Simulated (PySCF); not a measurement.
CHOS (SMILES O=C=[SH+]), charge +1, singlet, geometry from GFN2-xTB; BLYP/def2-SVPD (PySCF).

PySCF was given this input:
```python
from pyscf import gto, scf, dft

mol = gto.Mole()
mol.atom = '''
    O     1.659439   -0.419960    0.207702
    C     0.573210   -0.153691    0.083292
    S    -0.955463    0.293953   -0.189388
    H    -1.427361   -0.421429    0.868846
'''
mol.basis = 'def2-svpd'
mol.charge = 1
mol.spin = 0
mol.verbose = 4
mol.build()

mf = dft.RKS(mol)
mf.xc = 'blyp'
mf.grids.atom_grid = (99, 590)
mf.grids.prune = None
mf.kernel()
```

It wrote (shortened):

```
PySCF version 2.14.0

[INPUT] verbose = 4
[INPUT] num. atoms = 4
[INPUT] num. electrons = 30
[INPUT] charge = 1
[INPUT] spin (= nelec alpha-beta = 2S) = 0
[INPUT] symmetry False subgroup None
[INPUT] Mole.unit = angstrom
[INPUT] Symbol           X                Y                Z      unit          X                Y                Z       unit  Magmom
[INPUT]  1 O      1.659439000000  -0.419960000000   0.207702000000 AA    3.135885230422  -0.793609383272   0.392499895524 Bohr   0.0
[INPUT]  2 C      0.573210000000  -0.153691000000   0.083292000000 AA    1.083209911862  -0.290433897811   0.157399068367 Bohr   0.0
[INPUT]  3 S     -0.955463000000   0.293953000000  -0.189388000000 AA   -1.805563392155   0.555490663494  -0.357891451279 Bohr   0.0
[INPUT]  4 H     -1.427361000000  -0.421429000000   0.868846000000 AA   -2.697321370885  -0.796385390949   1.641880984424 Bohr   0.0

nuclear repulsion = 87.7575278555403
number of shells = 32
number of NR pGTOs = 118
number of NR cGTOs = 78
basis = def2-svpd
ecp = {}

******** <class 'pyscf.dft.rks.RKS'> ********
method = RKS
initial guess = minao
damping factor = 0
level_shift factor = 0
DIIS = <class 'pyscf.scf.diis.CDIIS'>
diis_start_cycle = 1
diis_space = 8
diis_damp = 0
SCF conv_tol = 1e-09
SCF conv_tol_grad = None
SCF max_cycles = 50
direct_scf = True
direct_scf_tol = 1e-13
XC library pyscf.dft.libxc version 7.1.2
    S. Lehtola, C. Steigemann, M. J. T. Oliveira, and M. A. L. Marques,  SoftwareX 7, 1–5 (2018)
XC functionals = blyp
    A. D. Becke,  Phys. Rev. A 38, 3098 (1988)
    C. Lee, W. Yang, and R. G. Parr,  Phys. Rev. B 37, 785 (1988)
    B. Miehlich, A. Savin, H. Stoll, and H. Preuss,  Chem. Phys. Lett. 157, 200 (1989)
radial grids:
    Treutler-Ahlrichs [JCP 102, 346 (1995); DOI:10.1063/1.469408] (M4) radial grids

becke partition: Becke, JCP 88, 2547 (1988); DOI:10.1063/1.454033
pruning grids: None
grids dens level: 3
symmetrized grids: False
atomic radii adjust function: <function treutler_atomic_radii_adjust>
User specified grid scheme (99, 590)
small_rho_cutoff = 0
Set gradient conv threshold to 3.16228e-05
Initial guess from minao.
tot grids = 233640
init E= -512.376977785674
  HOMO = -0.299168492469762  LUMO = -0.118228122902411  gap/eV = 4.92364
cycle= 1 E= -511.460865279791  delta_E= 0.916  |g|= 0.705  |ddm|= 2.75
  HOMO = -0.563409280260753  LUMO = -0.369652217556862  gap/eV = 5.27240
cycle= 2 E= -510.158458272941  delta_E=  1.3  |g|= 2.53  |ddm|= 2.09
  HOMO = -0.551519884723823  LUMO = -0.397139652057771  gap/eV = 4.20090
cycle= 3 E= -511.559421052892  delta_E= -1.4  |g|= 0.163  |ddm|= 1.76
  HOMO = -0.551975341189439  LUMO = -0.367885733005797  gap/eV = 5.00933
cycle= 4 E= -511.559192746719  delta_E= 0.000228  |g|= 0.167  |ddm|= 0.382
  HOMO = -0.545798943585107  LUMO = -0.377568793584019  gap/eV = 4.57778
cycle= 5 E= -511.568224387467  delta_E= -0.00903  |g|= 0.0116  |ddm|= 0.215
  HOMO = -0.547201332156485  LUMO = -0.378700765154727  gap/eV = 4.58513
cycle= 6 E= -511.568255327107  delta_E= -3.09e-05  |g|= 0.00386  |ddm|= 0.0249
  HOMO = -0.54704890866821  LUMO = -0.378683060386098  gap/eV = 4.58147
cycle= 7 E= -511.568260553765  delta_E= -5.23e-06  |g|= 0.000994  |ddm|= 0.00697
  HOMO = -0.546908354360239  LUMO = -0.378597229504522  gap/eV = 4.57998
cycle= 8 E= -511.568260869181  delta_E= -3.15e-07  |g|= 0.000204  |ddm|= 0.00193
  HOMO = -0.546941100124569  LUMO = -0.378607667320989  gap/eV = 4.58059
cycle= 9 E= -511.568260882657  delta_E= -1.35e-08  |g|= 3.54e-05  |ddm|= 0.000318
  HOMO = -0.54693870391902  LUMO = -0.378604281633383  gap/eV = 4.58061
cycle= 10 E= -511.568260883104  delta_E= -4.48e-10  |g|= 4.44e-06  |ddm|= 5.71e-05
  HOMO = -0.546938533902846  LUMO = -0.378604690571267  gap/eV = 4.58060
Extra cycle  E= -511.568260883068  delta_E= 3.64e-11  |g|= 1.33e-05  |ddm|= 1.75e-05
converged SCF energy = -511.568260883068
```
